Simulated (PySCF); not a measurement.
CH5AlO, SMILES C[O][AlH2]. Geometry optimised at B3LYP-D3(BJ)/def2-TZVP.

All values below come from PySCF with B3LYP-D3(BJ)/def2-TZVP.

Harmonic wavenumbers (cm⁻¹): 114, 156, 206, 557, 614, 696, 798, 1158, 1190, 1211, 1490, 1499, 1507, 1933, 1970, 2989, 3046, 3060. Rotational constants (GHz): 46.73, 5.262, 4.874; symmetry number 1.

Problem. Work out the zero-point energy and the ideal-gas rigid-rotor harmonic-oscillator thermochemistry at 298.15 K and 1 atm.

Solution. ZPE = ½ Σ hcν = ½ × 24196 cm⁻¹ = 144.72 kJ/mol. H − E(el) = 161.18 kJ/mol. Entropy in J/(mol K): translation 159.82, rotation 96.69, vibration 39.81, total 296.32. G − E(el) = 72.83 kJ/mol. Cp = 75.85 J/(mol K). Modes under 150 cm⁻¹ make the vibrational entropy uncertain.
